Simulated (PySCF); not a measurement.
Molecule: SMILES O[SiH2]C(F)(F)F, CH3F3OSi.

Cartesian coordinates in Å; atom numbers follow the order of the lines, from 1:
```xyz
9

O    -1.623    0.947    0.340
Si   -0.749   -0.295   -0.320
C     1.096   -0.192    0.240
F     1.646    0.985   -0.120
F     1.824   -1.163   -0.335
F     1.251   -0.308    1.564
H    -1.414    1.844    0.063
H    -0.708   -0.257   -1.809
H    -1.311   -1.563    0.201
```

Geometry PBE0-D3(BJ)/def2-SVP throughout; GIAO in PySCF 2.14.0 with density-fitted response routines, gas phase, one conformer, non-relativistic; equivalent atoms averaged; basis pcSseg-2.

Question: How do the shifts δ (against H2O, TMS, CFCl3 at the same level) depend on the functional? (ppm; last column core-seconds on shared hosts with different chips, so compare them loosely)

Answer: 
```tsv
functional	kind	O1	Si2	C3	F4/F5/F6	H8/H9	H7	core-s
HF	Hartree–Fock	2.9	-35.8	118.3	-56.4	4.51	1.90	33
LDA	LDA	25.3	-29.1	146.4	-92.0	5.36	1.15	50
PBE	GGA	22.0	-33.3	142.1	-92.4	5.09	0.99	36
BLYP	GGA	23.2	-39.4	143.0	-92.9	4.98	1.02	61
BP86	GGA	20.2	-34.0	141.9	-92.6	5.08	0.99	61
OPBE	GGA	18.4	-28.4	136.5	-89.9	4.97	0.97	64
KT2	GGA	18.1	-32.0	137.0	-98.1	5.06	0.96	64
KT3	GGA	17.8	-34.1	135.0	-94.9	4.83	0.98	63
B97-D	GGA	18.2	-37.0	138.5	-91.0	4.89	1.06	61
B3LYP	global hybrid	17.7	-36.9	138.6	-82.1	4.86	1.23	53
```

Question: Which nucleus moves most, in ppm?

Answer: F4/F5/F6 (fluorine of a CF3 group): from -98.1 ppm with KT2 to -56.4 ppm with HF. The smallest spread is 0.85 ppm, at H8/H9. Proton shifts span only some 12 ppm, so a few tenths of a ppm matter as much there as several ppm in carbon.
